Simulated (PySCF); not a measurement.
Gas-phase XPS of `C#C[C@@H]([SiH3])[GeH3]`, computed

Compound: C₃H₈GeSi.
Numbering: `[CH:1]#[C:2][C@@H:3]([SiH3:4])[GeH3:5]`

Cartesian coordinates in Å at the PBE0-D3(BJ)/def2-SVP level; atoms count from 1:
```xyz
13
C3H8GeSi angstrom
C     -1.374   -2.247   -0.581
C     -0.759   -1.306   -0.122
C     -0.001   -0.178    0.369
Si     1.830   -0.350   -0.109
Ge    -0.786    1.511   -0.308
H     -1.927   -3.078   -0.976
H     -0.052   -0.128    1.471
H      2.388   -1.620    0.442
H      1.958   -0.349   -1.596
H      2.592    0.809    0.451
H     -0.665    1.536   -1.839
H     -2.264    1.572    0.110
H     -0.015    2.699    0.299
```

The calculation used delta-SCF UKS SCAN, pcX-2 on the ionised atom, pcseg-1 elsewhere, spin-free X2C in PySCF 2.14.0. Vertical ΔSCF values, vacuum level as zero.

Q: Give the core binding energies atom by atom.

A: 
```csv
atom(s),environment,level,binding energy (eV),2p1/2 (eV),above the level's lowest (eV),count
C1,terminal alkyne carbon,C 1s,289.83,–,0.00,1
C2,alkyne carbon,C 1s,290.66,–,+0.83,1
C3,sp3 carbon bound to silicon,C 1s,290.77,–,+0.94,1
Si4,SiH3 silicon,Si 2p3/2,106.77,107.40,0.00,1
Si4,SiH3 silicon,Si 1s,1846.54,–,0.00,1
```

Lowest listed C 1s: C1, bonded to C (triple bond) and H. Highest, 0.94 eV above it: C3, bonded to C, H, Ge and Si. The widest gap between neighbouring values is 0.83 eV, between 289.83 and 290.66 eV. Summing the Pauling electronegativity differences to the bonded atoms, each weighted by its formal bond order, gives -0.35 for the lowest site and -1.54 for the highest; the largest sum, 0.00, belongs to C2, 0.11 eV below the top. The smallest sum, -1.54, belongs to C3, 0.94 eV above the lowest.

Q: Give the binding energy of C 1s of C3 in hartree and in kJ/mol.

A: 290.77 eV = 10.6856 Eh = 28055 kJ/mol.

Spin contamination (⟨S²⟩ against 0.75 for a pure doublet) is marked for C 1s of C2 (0.87), which makes this value less certain. 2p3/2 and 2p1/2 are the ΔSCF energy of one spin-free 2p hole plus the eigenvalues of a spin–orbit and ligand-field matrix of the shell. 2p1/2 minus 2p3/2 (ligand field included): Si 0.62 eV. No level of germanium is listed. Isolated species at its PBE0-D3(BJ)/def2-SVP geometry, gas phase.
